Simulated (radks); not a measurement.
Values are calculated unless marked as measured or tabulated.
Si4+, configuration 1s1.75 2s2 2p6 3p0.25 (fractional occupations, a model configuration). Code: a radial shooting solver on a logarithmic mesh with Libxc functionals. Model: Dirac Kohn-Sham, PBE, spin-unpolarised, spherical densities, finite nucleus; open shells are shared between the two j in proportion to 2j + 1; Fermi nuclear charge, rms radius 3.1224 fm.

Normalised radial functions P(r) = r R(r) (large component), r in bohr:

r          2p3/2    3p3/2   3d3/2
0.009437  0.0076   0.0028  0.0000
0.01353   0.0152   0.0055  0.0000
0.01939   0.0300   0.0109  0.0001
0.02779   0.0581   0.0211  0.0002
0.03983   0.1098   0.0399  0.0004
0.05709   0.2008   0.0729  0.0012
0.08249   0.3546   0.1282  0.0033
0.1182    0.5793   0.2079  0.0083
0.1695    0.8675   0.3059  0.0202
0.2429    1.1578   0.3914  0.0461
0.3482    1.3281   0.4010  0.0977
0.503     1.2459   0.2519  0.1925
0.721     0.9059  -0.0804  0.3385
1.033     0.4718  -0.5051  0.5266
1.481     0.1558  -0.7872  0.6859
2.123     0.0268  -0.7005  0.6769
3.068     0.0017  -0.3416  0.4385
4.397     0.0000  -0.0773  0.1534
6.302     0.0000  -0.0060  0.0221

2p3/2: eigenvalue -156.42 eV, 0 radial nodes, <r> = 0.519 bohr, 90 % of the charge inside 0.868 bohr. 3p3/2: eigenvalue -43.277 eV, 1 radial node at r = 0.670 bohr, <r> = 1.86 bohr, 90 % of the charge inside 2.78 bohr. 3d3/2 (empty): eigenvalue -30.798 eV, 0 radial nodes, <r> = 2.09 bohr, 90 % of the charge inside 3.21 bohr.
